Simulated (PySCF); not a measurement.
Here is a computed GFN2-xTB geometry (Å):
```
F 
C   1  1.3712
C   2  1.3066  1  120.17
C   3  1.4511  2  154.35  1   179.63
C   4  1.3225  3   63.10  2  -179.57
C   5  1.4655  3  143.57  4  -177.90
C   6  1.5303  5  110.21  3    47.74
F   7  1.3727  6  109.93  5    71.75
H   2  1.0760  1  112.17  3  -179.91
H   4  1.0616  3  146.09  5  -179.68
H   6  1.0937  5  108.79  3   -70.39
H   6  1.0926  5  110.82  3   169.57
H   7  1.0944  6  111.23  5   -46.68
H   7  1.0943  6  111.28  5  -170.37
```
Z-matrix in Å and degrees, rows numbered from 1.

Neutral, closed shell.

**Question.** Which heavy atoms are bonded, and with what formal order?

**Answer.** F1–C2 (single); C2–C3 (double); C3–C4 (single); C4–C5 (double); C5–C6 (single); C6–C7 (single); C7–F8 (single); C3–C5 (single). Hydrogens: H9 on C2; H10 on C4; H11, H12 on C6; H13, H14 on C7.

**Question.** Give the structure as a SMILES string.

**Answer.** `F/C=C1C=C/1CCF`, C6H6F2. Among its features: C=C double bond, C–F bond and cyclopropene ring.

**Question.** Name the point group.

**Answer.** C1 (no symmetry element, even within 0.4 Å).

**Question.** Which rings does it hold (smallest set)?

**Answer.** C3–C4–C5 (3 members).

**Question.** Describe the place of each heavy atom.

**Answer.** F1: vinyl fluorine; C2: vinylic C–F carbon; C3: fully substituted alkene carbon; C4: alkene CH carbon; C5: fully substituted alkene carbon; C6: allylic carbon; C7: sp3 C–F carbon; F8: alkyl fluorine.

**Question.** What is the arrangement about C5?

**Answer.** It has 3 neighbours (C4, C6, C3) and has angles 153.6°, 143.6° and 62.8°, sum 360.0°, 0.01 Å off the plane of its three neighbours.

**Question.** What is the arrangement about C3?

**Answer.** It has 3 neighbours (C2, C4, C5) and has angles 154.3°, 151.5° and 54.1°, sum 360.0°, 0.00 Å off the plane of its three neighbours.
